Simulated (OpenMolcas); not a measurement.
W4+ among 2 point charges of -2 e arranged as a linear pair (D∞h), 2.5 Å from the ion.
```
   0.0000    0.0000    2.5000  -2.00
   0.0000    0.0000   -2.5000  -2.00
```

| Property | Result |
| --- | --- |
| Program | OpenMolcas |
| Method | SS-CASPT2, IPEA 0.25 Eh, imaginary shift 0.1 Eh (closed shells correlated: 4f 5s 5p) |
| Basis | ANO-RCC-VTZP [8s7p5d3f2g1h] |
| Scalar Hamiltonian | DKH2, point nucleus |
| Active space | 2 electrons in 5 orbitals (5d) |
| State averaging | 2S+1 = 3 even, 10 roots; 2S+1 = 1 even, 15 roots |
| Spin-orbit coupling | RASSI with atomic mean-field integrals over the reference wave functions |

**Question.** What is the spin-free ground state (labels by Λ)?

**Answer.** 3Σ, 1-fold in its orbital part, 53 % from free-ion F terms; it has the highest spin that d2 allows.

**Question.** Where is the first state of the same spin?

**Answer.** 3Φ at 2120 cm-1 above the ground state.

**Question.** What are the lowest two levels with spin-orbit coupling?

**Answer.** A 1-fold level, then a 2-fold level 1900 cm-1 above it. Their leading multiplicities are 3 (78 %) and 3 (96 %).

**Question.** What is χT at 300 K?

**Answer.** 0.05 cm3 K/mol.

Spin-orbit coupling mixes the spin-free states strongly: the lowest level takes only 54 % from its leading state, 3Σ. Free-ion shares, where given, are those of the reference states; single-state CASPT2 does not remix them. This is an electrostatic model: the charges have no orbitals. No measured value stands beside these numbers.
